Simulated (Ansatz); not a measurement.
Ansatz (a program for electronic structure) input (SVWN5/def2-TZVPD):

Ansatz 0.2 input:
```yaml
crystal:
  periodic: [false, false, false]
  atoms:
    - {symbol: F, position_ang: [-0.74143882, 1.58853447, -0.55811765]}
    - {symbol: C, position_ang: [-0.56626138, 0.49865564, 0.17848557]}
    - {symbol: Cl, position_ang: [-1.87716133, -0.61117148, 0.06719502]}
    - {symbol: Br, position_ang: [1.19949315, -0.19710940, 0.08028086]}
basis:
  gaussian:
    orbitals: def2-TZVPD
hamiltonian:
  xc: {name: SVWN5}
magnetization: {spin_polarized: true, initial_magnetization: 1}
output: {forces: true}
```

End of the output:

```
integrals: 0.11 GiB planned
1071 factors; their error is unknown
mean field: 0.86 GiB planned
mean field evaluation 1: about -86157.8405 eV, gradient 2.4e1 eV
mean field evaluation 2: about -86149.2610 eV, gradient 4.9e1 eV
mean field evaluation 4: about -86159.9509 eV, gradient 2.4e0 eV
mean field evaluation 8: about -86159.9611 eV, gradient 1.7e-1 eV
mean field evaluation 16: about -86159.9612 eV, gradient 2.9e-5 eV
mean field -86159.96122031 eV, -3166.3201735272 hartree, gradient 2.9e-5 eV, S^2 0.751759; 0 other end points of the search recorded, 0 dependent functions left out
the calculation of the forces begins
reference -86159.96127919 eV, -3166.3201756910 hartree; 34, 33 occupied and 146, 147 virtual orbitals, 1071 factors
Total energy: -86159.96127919 eV, -3166.3201756910 hartree
Atom 0 at    -0.741439     1.588534    -0.558118 Å, force     0.074730    -0.434942     0.252164 eV/Å
Atom 1 at    -0.566261     0.498656     0.178486 Å, force    -0.015702    -0.103449    -0.263396 eV/Å
Atom 2 at    -1.877161    -0.611171     0.067195 Å, force     0.466355     0.356700     0.010080 eV/Å
Atom 3 at     1.199493    -0.197109     0.080281 Å, force    -0.525383     0.181692     0.001153 eV/Å
Dipole moment:     0.014813    -0.087321    -0.000061 e Å
```

It need not be the lowest isomer of its formula.
